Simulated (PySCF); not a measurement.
Computed shifts of a molecule C3H6FNSi, PySCF with B3LYP/pcSseg-1, GIAO, gas phase, atoms alike by connectivity averaged where their shifts nearly agree, in ppm (number of nuclei): ¹⁹F: -165.6 (1). ²⁹Si: -39.6 (1). ¹⁵N: 132.2 (1). ¹³C: 155.0 (1), 117.9 (1), 64.2 (1). ¹H: 6.99 (1), 5.83 (1), 5.01 (1), 4.88 (1), 4.79 (1), 4.73 (1). References: ¹⁹F against CFCl3 (σ = 161.7 ppm); ²⁹Si against TMS (σ = 338.7 ppm); ¹⁵N against NH3 (σ = 265.5 ppm); ¹³C against TMS (σ = 181.3 ppm); ¹H against TMS (σ = 31.68 ppm), references at their B3LYP-D3(BJ)/def2-TZVP geometries, non-relativistic. Geometry optimised at B3LYP-D3(BJ)/def2-SVP. One conformer was computed; it need not be the lowest.

Question: Which molecule gave these data?
A) C=C(F)/N=C/[SiH3]
B) F[C@H]1CC([SiH3])=N1
C) C[Si@@H](F)CC#N
D) F[SiH2]N1C=CC1

Answer: D, F[SiH2]N1C=CC1
